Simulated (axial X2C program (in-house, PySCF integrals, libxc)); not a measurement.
What spin–orbit coupling does to SrS

All values were computed with an axial X2C code built on PySCF integrals. Spin-free means the one-electron spin-free X2C Hamiltonian; two-component (2c) means X2C with spin–orbit coupling and atomic mean-field two-electron Coulomb and Gaunt terms, so the difference of the two also holds small scalar two-electron terms. Basis: Sr dyall-cv3z [13s12p8d5f1g], S dyall-av3z [9s8p3d2f] (cores contracted in-house); Gaussian nuclei, density fitting, unrestricted open shells. Masses: Sr 87.906 u, S 31.972 u.

Spin-free state: M_S = 0, Λ = 0 (closed shell); fragments Sr + S.

```json
{"level": "PBE0", "Re (Å)": "2.420", "ωe (cm⁻¹)": "405.8", "De (eV)": "3.636", "μ (D)": "-10.94"}
{"level": "HF", "Re (Å)": "2.465", "ωe (cm⁻¹)": "405.4", "De (eV)": "1.499", "μ (D)": "-13.77"}
{"level": "MP2", "Re (Å)": "2.501", "ωe (cm⁻¹)": "367.3", "De (eV)": "3.481", "μ (D)": "n/a"}
{"level": "CCSD", "Re (Å)": "2.488", "ωe (cm⁻¹)": "380.6", "De (eV)": "2.932", "μ (D)": "n/a"}
{"level": "CCSD(T)", "Re (Å)": "2.502", "ωe (cm⁻¹)": "366.3", "De (eV)": "3.181", "μ (D)": "n/a"}
{"level": "B3LYP", "Re (Å)": "2.448", "ωe (cm⁻¹)": "388.4", "De (eV)": "3.407", "μ (D)": "-10.56"}
```

Correlated methods: 8 electrons correlated (number of frozen shells: Sr 4 s, 3 p, 1 d; S 2 s, 1 p), 262 virtual spin orbitals or spinors in MP2, 90 natural virtuals in coupled cluster.

Dipoles are positive if S is the positive end.

Two-component determinant lowest at the distance of the search:

Ω = 0 (closed shell); fragments Sr + S.

| level | Re (Å) | ωe (cm⁻¹) | De (eV) | μ (D) |
| --- | --- | --- | --- | --- |
| PBE0 | 2.420 | 405.9 | 3.638 | -10.93 |
| HF | 2.464 | 405.4 | 1.497 | -13.76 |
| MP2 | 2.500 | 367.5 | 3.459 | n/a |
| CCSD | 2.487 | 380.8 | 2.921 | n/a |
| CCSD(T) | 2.502 | 366.4 | 3.160 | n/a |
| B3LYP | 2.447 | 388.5 | 3.408 | -10.55 |

(1) From the two tables, how do the constants change at the CCSD(T) level (2c against spin-free)?

The state is one determinant whose occupation by symmetry is held fixed; it was picked as the lowest of a PBE0 search that is not exhaustive. Closed shells are restricted here (equal orbitals for both partners); the stretched side of such a curve lies too high. Dissociation energies refer to the lowest single-determinant-based atoms at the same level and basis. CCSD and (T) use frozen natural virtuals with an MP2 correction for the truncation; (T) itself is uncorrected, so its De runs slightly low. In 2c an atomic determinant is not the ground J level, so De misses part of the atomic spin–orbit lowering. This holds for PBE0, B3LYP. Without a current term, density functionals place determinants with orbital angular momentum somewhat too high. The outer-core s and p shells of the metal are frozen in the correlated rows, which leaves out core–valence correlation; for alkali and alkaline-earth bonds that tends to lengthen them. With the outer-core shells frozen, correlated bond lengths of heavy atoms tend to come out a few hundredths of an ångström too long.

## Answers

(1) At the CCSD(T) level Re is unchanged within 0.001 Å and ωe is unchanged to within 0.2 cm⁻¹; De changes by -0.021 eV.
